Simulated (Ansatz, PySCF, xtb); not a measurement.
Energy difference R1 → P1, each structure at its B3LYP-D3(BJ)/def2-TZVP stationary point, reached from a drawn start; harmonic modes at that level show minima.
P1, C6H4O2 (SMILES O=C1C=CC=CC1=O) (charge 0, multiplicity 1):
```xyz
12

O      1.55405     2.09600     0.56821
C      0.82940     1.16212     0.31492
C     -0.63678     1.25921     0.33514
C     -1.39606     0.19114     0.04574
C     -0.82287    -1.10489    -0.29954
C      0.50166    -1.31486    -0.35060
C      1.44341    -0.22618    -0.05494
O      2.64355    -0.36743    -0.08807
H     -1.06010     2.22162     0.59153
H     -2.47610     0.27272     0.06333
H     -1.50907    -1.91381    -0.51916
H      0.92891    -2.27564    -0.60655
```
R1, C6H4O2 (SMILES O=C1C=CC(=O)C=C1) (charge 0, multiplicity 1, Z-matrix in Å and degrees):
```
C
C 1 1.3354
H 2 1.0827 1 122.76
H 1 1.0827 2 122.76 3 0.00
C 1 1.4809 4 115.91 2 180.00
O 5 1.2176 1 121.33 4 0.00
C 2 1.4809 3 115.91 1 -180.00
O 7 1.2176 2 121.33 3 0.00
C 7 1.4809 8 121.33 2 -180.00
C 9 1.3354 7 121.33 8 180.00
H 10 1.0827 9 122.76 7 180.00
H 9 1.0827 10 122.76 11 0.00
```

P less R. No zero-point or thermal terms.

Codes used: Ansatz (Gaussian basis) for Hartree–Fock, density functionals and correlated methods; PySCF for the D3/D4 terms; xtb for the GFN methods. No computed number here is a measurement.

| level | reaction energy (kJ/mol) |
|---|---|
| GFN2-xTB | 21.0 |
| HF/cc-pVDZ | 38.6 |
| SVWN5/def2-TZVPP | 32.3 |
| PBE/def2-TZVPP | 30.4 |
| B3LYP/def2-TZVPP | 32.6 |
| PBE0/def2-TZVPP | 32.9 |
| PBE0-D3(BJ)/def2-TZVPP | 32.9 |
| BHLYP/def2-TZVPP | [?] |
| BHLYP-D4/def2-TZVPP | [?] |

**Question.** Fill in the missing entries.

**Answer.** 
- BHLYP/def2-TZVPP, reaction energy (kJ/mol): 36.3
- BHLYP-D4/def2-TZVPP, reaction energy (kJ/mol): 36.1

Ansatz is a quantum-chemistry and plane-wave program.
